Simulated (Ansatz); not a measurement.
Program: Ansatz. Geometries: PBE0-D4/def2-TZVP. ΔE: electronic, gas phase. CBS: MP2 limit from def2 TZ/QZ plus the TZ coupled-cluster correction, frozen cores. DFT in def2-TZVPP. def2 core potentials past Kr. For Mo outer-core shells are correlated without core-valence functions, which leaves a few kJ/mol of doubt a bond. One conformer a species, not always the lowest.

Consider the isomerisation: `C[O][Mo](=[NH])(=[NH])[F]` → `C[N]=[Mo]([NH2])(=[O])[F]`.

| level | ΔE (kJ/mol) |
| --- | --- |
| BLYP-D4 | -107.5 |
| CAM-B3LYP-D4 | -103.2 |
| revPBE | -114.8 |
| r2SCANh | -109.5 |
| BHLYP | -99.3 |
| SCS-MP2/def2-TZVPP | -111.5 |
| CCSD/def2-TZVPP | -100.4 |
| MP2/def2-QZVPP | -116.4 |

Problem. What does CCSD(T)/CBS give? (Best estimate.)

Solution. The calculation gave: -101.8 kJ/mol. The listed levels differ from it by -5.7, -1.4, -13.0, -7.7, 2.5, -9.7, 1.4, -14.6 kJ/mol.

Largest T1 diagnostic among the species: 0.022, so the coupled-cluster value is less sure than usual.

From BLYP to BHLYP (50 % exact exchange), in def2-TZVPP and without D4, ΔE moves by +9.0 kJ/mol. Leaving LDA and LC-ωPBE aside and taking each functional with its dispersion term where it has one, the values, not all of them listed here, spread over 15.5 kJ/mol, from revPBE-D4 to BHLYP-D4. LDA lies +3.6 kJ/mol from PBE without D4. In def2-TZVPP, CCSD(T) changes the Hartree–Fock value by −13.9 kJ/mol (the triples alone add −3.2 kJ/mol) and MP2 by −27.8 kJ/mol.

CCSD(T)/CBS has its own doubt, a few kJ/mol and more with outer-core shells, so smaller differences from it don't rank the levels.
